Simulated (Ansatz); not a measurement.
A structure drawn as `BN([SiH2]C)C(C)(C)C`, with this starting geometry:

Cartesian coordinates in Å:
```
B -0.184 -0.246 -2.233
N -0.248 -0.424 -0.677
Si 1.117 -1.505 -0.242
C 0.598 -2.828 0.906
C -0.382 0.876 0.085
C 0.774 1.854 -0.182
C -0.402 0.585 1.622
C -1.695 1.565 -0.246
H -1.113 -0.738 -2.820
H 0.684 0.227 -2.756
H 1.740 -2.143 -1.437
H 2.246 -0.779 0.473
H -0.316 -3.448 0.373
H 1.370 -3.586 1.111
H 0.154 -2.442 1.804
H 1.774 1.406 0.088
H 0.654 2.779 0.443
H 0.785 2.143 -1.248
H 0.565 0.219 1.988
H -1.223 -0.235 1.844
H -0.711 1.493 2.183
H -1.876 2.470 0.330
H -1.740 1.917 -1.298
H -2.572 0.840 -0.109
```

Total charge 0; spin multiplicity 1.

**Question.** Does it keep its bonds when Ansatz relaxes it at PBE-D4/def2-SVP and then PBE0-D4/def2-TZVP?

**Answer.** Yes, every drawn bond is still there and no new one forms.

**Question.** Give the relaxed structure. (An estimate is asked.)

**Answer.** Ansatz gave: 
Z-matrix (Å, degrees):
```
Si
N 1 1.768
C 1 1.863 2 111.5
H 1 1.488 2 109.5 3 -120.7
H 1 1.484 2 108.8 3 122.1
B 2 1.394 1 112.6 3 -73.1
C 2 1.482 1 121.5 3 104.6
H 3 1.092 1 110.6 2 59.4
H 3 1.092 1 111.0 2 -60.7
H 3 1.093 1 110.5 2 179.3
H 6 1.203 2 117.1 1 -1.9
H 6 1.194 2 123.6 1 177.8
C 7 1.528 2 109.0 1 67.4
C 7 1.521 2 111.5 1 -172.6
C 7 1.528 2 109.0 1 -52.8
H 13 1.091 7 111.5 2 -59.7
H 13 1.092 7 110.2 2 60.6
H 13 1.093 7 110.4 2 -179.7
H 14 1.092 7 111.6 2 59.2
H 14 1.091 7 111.8 2 -62.0
H 14 1.092 7 108.8 2 178.7
H 15 1.092 7 110.5 2 -60.7
H 15 1.092 7 110.3 2 179.6
H 15 1.093 7 111.7 2 60.2
```
No frequency check was run.

Atoms count as bonded under 1.1 times the sum of their covalent radii (H–H under 0.85 Å, pairs among N, O and F under 1.55 Å), and a drawn bond as lost past 1.3 times.
